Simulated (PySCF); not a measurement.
Precursor series Sc Cl-NH2. Gas-phase values, no solvent. One relaxed conformer stands for each flexible species; it need not be the lowest.

These are B3LYP-D3(BJ)/def2-TZVP // BP86-D3(BJ)/def2-SVP (PySCF 2.14.0) values and carry that method's errors. All candidates: neutral, multiplicity 1. B3LYP has the VWN-RPA correlation part, as in Gaussian. 

- HOMO: -8.97 eV
- LUMO: -3.64 eV
- HOMO–LUMO gap: 5.33 eV

Identify which member has these values.
A) [Sc(Cl)(NH2)2]
B) [Sc(Cl)2(NH2)]
C) [Sc(Cl)3]
D) [Sc(NH2)3]

C, [Sc(Cl)3]. The others give [Sc(NH2)3]: -6.33 eV, -1.32 eV, 5.01 eV; [Sc(Cl)2(NH2)]: -7.82 eV, -2.78 eV, 5.04 eV; [Sc(Cl)(NH2)2]: -7.08 eV, -2.00 eV, 5.07 eV
